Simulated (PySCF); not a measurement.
Isomers of C6H7BN2.

All values: wB97X-D/def2-SVPD (PySCF) at PBE0-D3(BJ)/def2-SVP geometries, gas phase, one conformer each. Core orbitals are frozen in the response; Δα² is half the sum of the squared differences of the principal polarisabilities.

**Question.** Rank by polarisability anisotropy Δα, highest first.
A. `[N:1]#[C:2][BH2-:3][n+:4]1[cH:5][cH:6][cH:7][cH:8][cH:9]1` with C2–B3–N4–C5 2°
B. `[CH2:1]=[CH:2][C:3]#[C:4][B:5]([C:6]#[N:7])[NH:8][CH3:9]` with C4–B5–N8–C9 0°
C. `CC#C[BH2-][N+]#CCC#N`
D. `C#C[B@@H-](C)[N+]#CCC#N`
E. `C#CC#C[C@H]1CNBN1`

**Answer.** E (12.71 Å³), B (11.77 Å³), C (9.38 Å³), A (7.85 Å³), D (7.55 Å³).

**Question.** Rank by vertical ionisation energy (ΔSCF), highest first.
A. `[N:1]#[C:2][BH2-:3][n+:4]1[cH:5][cH:6][cH:7][cH:8][cH:9]1` with C2–B3–N4–C5 2°
B. `CC#C[BH2-][N+]#CCC#N`
C. `[CH2:1]=[CH:2][C:3]#[C:4][B:5]([C:6]#[N:7])[NH:8][CH3:9]` with C4–B5–N8–C9 0°
D. `C#C[B@@H-](C)[N+]#CCC#N`

**Answer.** A (9.93 eV), C (9.22 eV), D (8.98 eV), B (8.47 eV).

**Question.** Rank by HOMO energy, lowest first.
A. `[CH2:1]=[CH:2][C:3]#[C:4][B:5]([C:6]#[N:7])[NH:8][CH3:9]` with C4–B5–N8–C9 0°
B. `C([B@H-]([N+]#CCC#N)C)#C`
C. `C#CC#C[C@H]1CNBN1`
D. `[N:1]#[C:2][BH2-:3][n+:4]1[cH:5][cH:6][cH:7][cH:8][cH:9]1` with C2–B3–N4–C5 2°

**Answer.** D (-9.63 eV), A (-9.12 eV), B (-8.74 eV), C (-8.37 eV).

All values together:

```tsv
SMILES	μ (D)	HOMO (eV)	LUMO (eV)	α (Å³)	Δα (Å³)	ΔSCF removal energy (eV)
C=CC#CB(C#N)NC	5.44	-9.12	-0.48	15.79	11.77	9.22
C#C[B@@H-](C)[N+]#CCC#N	6.03	-8.74	0.07	14.74	7.55	8.98
N#C[BH2-][n+]1ccccc1	9.25	-9.63	-0.74	14.01	7.85	9.93
CC#C[BH2-][N+]#CCC#N	6.19	-8.25	0.15	15.19	9.38	8.47
C#CC#C[C@H]1CNBN1	1.03	-8.37	0.96	15.34	12.71	8.45
```

Conformers: `[CH2:1]=[CH:2][C:3]#[C:4][B:5]([C:6]#[N:7])[NH:8][CH3:9]` with C4–B5–N8–C9 0°; `[N:1]#[C:2][BH2-:3][n+:4]1[cH:5][cH:6][cH:7][cH:8][cH:9]1` with C2–B3–N4–C5 2°.

**Question.** By how much does the ΔSCF value exceed −ε(HOMO) over the species that have both?

**Answer.** By 0.08 to 0.30 eV, 0.19 eV on average, over 5 species.
